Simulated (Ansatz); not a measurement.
`[CH3][GeH2][Br]`. The species carries charge 0 and has multiplicity 1. Correlated methods include outer-core shells of Br, Ge, which these sets cover unevenly. Scalar relativity is left out up to krypton.

Z-matrix (Å, degrees):
```
C
Ge 1 1.941
H 1 1.090 2 109.8
H 1 1.090 2 109.8 3 120.0
H 1 1.092 2 109.8 3 -120.0
Br 2 2.320 1 107.7 3 -60.0
H 2 1.536 1 112.7 3 56.9
H 2 1.536 1 112.7 3 -176.8
```

Give the diagnostics of a CCSD(T)/def2-TZVPP run (frozen core, Ansatz). (Best estimate.)

Ansatz gave: T1 = 0.0087, largest single amplitude 0.015, largest double 0.030, (T) share of the correlation energy 3.4 %, 8 CCSD cycles. The RHF solution is stable towards an unrestricted one. T1 lies under the customary mark of 0.02 for closed shells.
